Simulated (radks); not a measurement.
These are the eigenvalues of the occupied orbitals of an atom or ion with whole-number occupations (eV). Calculated with a radial shooting solver on a logarithmic mesh with Libxc functionals: Dirac Kohn-Sham, BP86, spin-unpolarised, spherical densities, finite nucleus; Fermi nuclear charge, rms radius of each element as measured or else 0.836 A^(1/3) + 0.57 fm.

| orbital | eigenvalue |
|---|---|
| 1s1/2 | -17591.76 |
| 2s1/2 | -3660.911 |
| 2p1/2 | -3498.539 |
| 2p3/2 | -3425.078 |

Which element is it, and in what charge state? The configuration may be excited. Open shells, if any, fill j = l - 1/2 first.

Answer. Z = 38, strontium, charge +29: Sr29+ in [He] 2s2 2p5. The list shows which subshells hold electrons but not how many an open one holds; the 1s level, -646.49 hartree, gives Z - s = 36.0 by -(Z - s)^2/2, which with screening and relativity narrows Z to a few neighbours, and the depths of the outer levels then fix element, charge and occupations together.
